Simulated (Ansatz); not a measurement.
`N[CH2][ZnH]` + `BOCO[SiH3]` → `[SiH3]O[CH2][ZnH]` + `BOCN`  (redistribution)

Isolated molecules relaxed with PBE0-D4/def2-TZVP in Ansatz; ΔE leaves out vibrations. CCSD(T)/CBS is the MP2 limit (def2-TZVPP, def2-QZVPP) plus CCSD(T) − MP2 in def2-TZVPP, frozen cores. DFT in def2-TZVPP. B3LYP here is the variant with VWN-RPA as its local correlation; programs differ in this. For Zn outer-core shells are correlated without core-valence functions, which leaves a few kJ/mol of doubt a bond. Scalar relativity is left out up to krypton. One conformer a species, not always the lowest.

```tsv
level	ΔE (kJ/mol)	difference from CCSD(T)/CBS
LDA (SPW92)	-8.3	-4.1
revPBE-D4	-8.2	-4.0
B3LYP-D4	-7.1	-2.9
r2SCANh-D4	-6.1	-1.9
ωB97X-V	-5.3	-1.1
ωB97M-V	-5.7	-1.5
r2SCAN	-7.2	-3.0
r2SCANh	-6.3	-2.1
CAM-B3LYP	-7.1	-2.9
LC-ωPBE	-6.0	-1.8
HF/def2-SVP	-1.7	2.5
CCSD/def2-SVP	-4.9	-0.7
MP2/def2-TZVPP	-4.3	-0.1
SCS-MP2/def2-TZVPP	-4.4	-0.2
HF/def2-QZVPP	-2.2	2.0
CCSD/CBS(def2)	-3.5	0.7
CCSD(T)/CBS	-4.2	0
```

Largest T1 diagnostic among the species: 0.014.

Leaving LDA and LC-ωPBE aside and taking each functional with its dispersion term where it has one, the values, not all of them listed here, spread over 4.9 kJ/mol, from BLYP-D4 to PBE-QIDH. From BLYP to BHLYP (50 % exact exchange), in def2-TZVPP and without D4, ΔE moves by +5.3 kJ/mol.
